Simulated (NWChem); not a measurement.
System: C$_{4}$H$_{6}$O; SMILES C(=O)CC=C

Excerpt of the output:

```
             Northwest Computational Chemistry Package (NWChem) 7.3.0
             --------------------------------------------------------

 C1  symmetry detected

                             Geometry "geometry" -> ""
                             -------------------------

 Output coordinates in angstroms (scale by  1.889725989 to convert to a.u.)

  No.       Tag          Charge          X              Y              Z
 ---- ---------------- ---------- -------------- -------------- --------------
    1 C                    6.0000    -0.27747398     2.27498013     0.15690140
    2 C                    6.0000     0.01239656     1.14405256    -0.48826061
    3 C                    6.0000     0.69527571    -0.05052537     0.13124569
    4 C                    6.0000    -0.28284069    -1.20568148     0.30855074
    5 O                    8.0000    -0.15753424    -2.29744016    -0.19653113
    6 H                    1.0000    -0.00551425     2.42680111     1.19963995
    7 H                    1.0000    -0.78888198     3.09708457    -0.33624124
    8 H                    1.0000    -0.27682350     1.03304927    -1.53324863
    9 H                    1.0000     1.07928327     0.21803168     1.12576773
   10 H                    1.0000     1.52893432    -0.40767218    -0.48367036
   11 H                    1.0000    -1.16086958    -0.96472825     0.94937827

 Effective nuclear repulsion energy (a.u.)     154.7452127436

                                 NWChem DFT Module
                                 -----------------

 Summary of "ao basis" -> "ao basis" (spherical)
 ------------------------------------------------------------------------------
       Tag                 Description            Shells   Functions and Types
 ---------------- ------------------------------  ------  ---------------------
 C                          def2-svp                 6       14   3s2p1d
 O                          def2-svp                 6       14   3s2p1d
 H                          def2-svp                 3        5   2s1p

            General Information
            -------------------
          SCF calculation type: DFT
          Wavefunction type:  closed shell.
          No. of atoms     :    11
          No. of electrons :    38
           Alpha electrons :    19
            Beta electrons :    19
          Charge           :     0
          Spin multiplicity:     1
          Use of symmetry is: off; symmetry adaption is: off
          Maximum number of iterations: 150
          AO basis - number of functions:   100
                     number of shells:    48
          Convergence on energy requested:  1.00D-06
          Convergence on density requested:  1.00D-05
          Convergence on gradient requested:  5.00D-04

              XC Information
              --------------
                      r^2SCAN Method XC Functional
               r^2SCAN metaGGA Exchange Functional  1.000
                     r^2SCAN Correlation Potential  1.000

             Grid Information
             ----------------
          Grid used for XC integration:  medium
          Radial quadrature: Mura-Knowles
          Angular quadrature: Lebedev.
          Tag              B.-S. Rad. Rad. Pts. Rad. Cut. Ang. Pts.
          ---              ---------- --------- --------- ---------
          C                   0.70       49          11.0       434
          O                   0.60       49          13.0       434
          H                   0.35       45          11.0       434
          Grid pruning is: on
          Number of quadrature shells:   515
          Spatial weights used:  Erf1

      Superposition of Atomic Density Guess
      -------------------------------------

 Sum of atomic energies:        -228.18607004

      Non-variational initial energy
      ------------------------------

 Total energy =    -231.038559
 1-e energy   =    -613.974361
 2-e energy   =     228.190589
 HOMO         =      -0.302287
 LUMO         =      -0.039995

     ---------------------------------------------
      Total Density - Mulliken Population Analysis
     ---------------------------------------------

    Atom       Charge   Shell Charges
 -----------   ------   -------------------------------------------------------
    1 C    6     6.21   1.99  0.97  0.26  2.00  0.96  0.03
    2 C    6     6.13   1.99  0.96  0.28  1.91  0.95  0.04
    3 C    6     6.15   1.99  0.97  0.15  2.03  0.98  0.03
    4 C    6     5.35   1.99  0.94  0.27  1.52  0.55  0.08
    5 O    8     8.70   1.99  1.13  0.68  3.05  1.83  0.01
    6 H    1     0.90   0.67  0.21  0.03
    7 H    1     0.90   0.67  0.20  0.03
    8 H    1     0.91   0.68  0.21  0.02
    9 H    1     0.88   0.66  0.20  0.02
   10 H    1     0.91   0.67  0.21  0.02
   11 H    1     0.97   0.70  0.25  0.02

   convergence    iter        energy       DeltaE   RMS-Dens  Diis-err
 ---------------- ----- ----------------- --------- --------- ---------
 d= 0,ls=0.0,diis     1   -230.7976482365 -3.86D+02  2.28D-02  8.76D-01
 d= 0,ls=0.0,diis     2   -230.2918031951  5.06D-01  1.79D-02  5.68D+00
 d= 0,ls=0.0,diis     3   -230.9049320936 -6.13D-01  2.17D-03  2.92D-02
 d= 0,ls=0.0,diis     4   -230.9065726383 -1.64D-03  1.03D-03  1.11D-02
 d= 0,ls=0.0,diis     5   -230.9079205870 -1.35D-03  2.23D-04  5.69D-04
  Resetting Diis
 d= 0,ls=0.0,diis     6   -230.9079785940 -5.80D-05  1.04D-04  1.54D-04
 d= 0,ls=0.0,diis     7   -230.9080002194 -2.16D-05  5.12D-05  5.50D-06
 d= 0,ls=0.0,diis     8   -230.9079979184  2.30D-06  3.45D-05  2.23D-05
 d= 0,ls=0.0,diis     9   -230.9080009556 -3.04D-06  5.16D-06  4.68D-07
 d= 0,ls=0.0,diis    10   -230.9080010111 -5.55D-08  1.09D-06  1.82D-08

         Total DFT energy =     -230.908001011059
      One electron energy =     -618.057712431640
           Coulomb energy =      264.686733572790
    Exchange-Corr. energy =      -32.282234895814
 Nuclear repulsion energy =      154.745212743606

 Numeric. integr. density =       37.999999661032

                       DFT Final Molecular Orbital Analysis
                       ------------------------------------

 Vector   17  Occ=2.000000D+00  E=-3.268078D-01
              MO Center=  2.4D-02,  5.8D-01, -1.2D-01, r^2= 4.3D+00
   Bfn.  Coefficient  Atom+Function         Bfn.  Coefficient  Atom+Function
  ----- ------------  ---------------      ----- ------------  ---------------
    81     -0.255045   8 H  s                20      0.243757   2 C  pz
    62      0.225427   5 O  pz               71     -0.199335   6 H  s
    34     -0.194966   3 C  pz               76      0.188058   7 H  s
    86     -0.181415   9 H  s                 6     -0.179701   1 C  pz
    65      0.150377   5 O  pz               82     -0.142566   8 H  s

 Vector   18  Occ=2.000000D+00  E=-2.634684D-01
              MO Center= -8.5D-02,  1.2D+00, -1.5D-01, r^2= 3.0D+00
   Bfn.  Coefficient  Atom+Function         Bfn.  Coefficient  Atom+Function
  ----- ------------  ---------------      ----- ------------  ---------------
    18      0.352569   2 C  px                4      0.322295   1 C  px
    21      0.227828   2 C  px                7      0.220649   1 C  px
     5      0.166447   1 C  py               60      0.159427   5 O  px
    62     -0.136980   5 O  pz               45      0.120431   4 C  s
    19      0.112800   2 C  py               91     -0.108923  10 H  s

 Vector   19  Occ=2.000000D+00  E=-2.219246D-01
              MO Center= -1.9D-01, -1.4D+00,  3.1D-02, r^2= 3.0D+00
   Bfn.  Coefficient  Atom+Function         Bfn.  Coefficient  Atom+Function
  ----- ------------  ---------------      ----- ------------  ---------------
    60      0.461159   5 O  px               63      0.332783   5 O  px
    31     -0.302076   3 C  s                96      0.235804  11 H  s
    62     -0.216103   5 O  pz               97      0.205723  11 H  s
    33      0.188740   3 C  py               61      0.165418   5 O  py
     4     -0.151809   1 C  px               32      0.151650   3 C  px

 Vector   20  Occ=0.000000D+00  E=-6.918490D-02
              MO Center= -1.8D-01, -7.4D-01,  1.2D-01, r^2= 3.5D+00
   Bfn.  Coefficient  Atom+Function         Bfn.  Coefficient  Atom+Function
  ----- ------------  ---------------      ----- ------------  ---------------
    51      0.383713   4 C  pz               48      0.369390   4 C  pz
    62     -0.309357   5 O  pz               65     -0.306551   5 O  pz
    46      0.256973   4 C  px                7     -0.240111   1 C  px
    21      0.231821   2 C  px               49      0.216044   4 C  px
    60     -0.209519   5 O  px               63     -0.205745   5 O  px

 Vector   21  Occ=0.000000D+00  E=-1.808894D-02
              MO Center= -1.3D-01,  9.7D-01, -9.7D-02, r^2= 3.6D+00
   Bfn.  Coefficient  Atom+Function         Bfn.  Coefficient  Atom+Function
  ----- ------------  ---------------      ----- ------------  ---------------
     7      0.467142   1 C  px               21     -0.450057   2 C  px
    18     -0.349909   2 C  px                4      0.331507   1 C  px
    22     -0.267734   2 C  py               48      0.228617   4 C  pz
     8      0.224854   1 C  py               19     -0.215486   2 C  py
    51      0.209089   4 C  pz               23      0.190056   2 C  pz

 Vector   22  Occ=0.000000D+00  E= 7.997271D-02
              MO Center=  4.1D-01,  8.6D-01,  1.1D+00, r^2= 5.1D+00
   Bfn.  Coefficient  Atom+Function         Bfn.  Coefficient  Atom+Function
  ----- ------------  ---------------      ----- ------------  ---------------
    31      1.329218   3 C  s                87     -1.315336   9 H  s
    72     -0.898594   6 H  s                97     -0.661533  11 H  s
     3      0.642098   1 C  s                77     -0.513320   7 H  s
    92     -0.460098  10 H  s                35      0.433720   3 C  px
    37      0.433744   3 C  pz                8      0.399621   1 C  py

[...]
```

Level: r2SCAN/def2-SVP. The geometry was optimised at B3LYP/6-31G* (spherical d).

Q: Reconstruct the input file.

A: Several could match; the one computed here: the input that was run:
```
start job
memory heap 200 mb stack 900 mb global 1100 mb
geometry units angstroms noautoz
  C     -0.310581     2.267363     0.110565
  C      0.110013     1.144606    -0.474049
  C      0.663620    -0.052973     0.258380
  C     -0.322262    -1.214667     0.226160
  O     -0.091152    -2.300512    -0.253710
  H     -0.253342     2.409705     1.187959
  H     -0.718851     3.092022    -0.467221
  H      0.036031     1.043018    -1.556720
  H      0.839475     0.207144     1.311980
  H      1.605697    -0.399657    -0.180896
  H     -1.312192    -0.984654     0.680897
end
basis spherical
  * library def2-svp
end
dft
  xc r2scan
  iterations 150
  mulliken
end
task dft energy
```
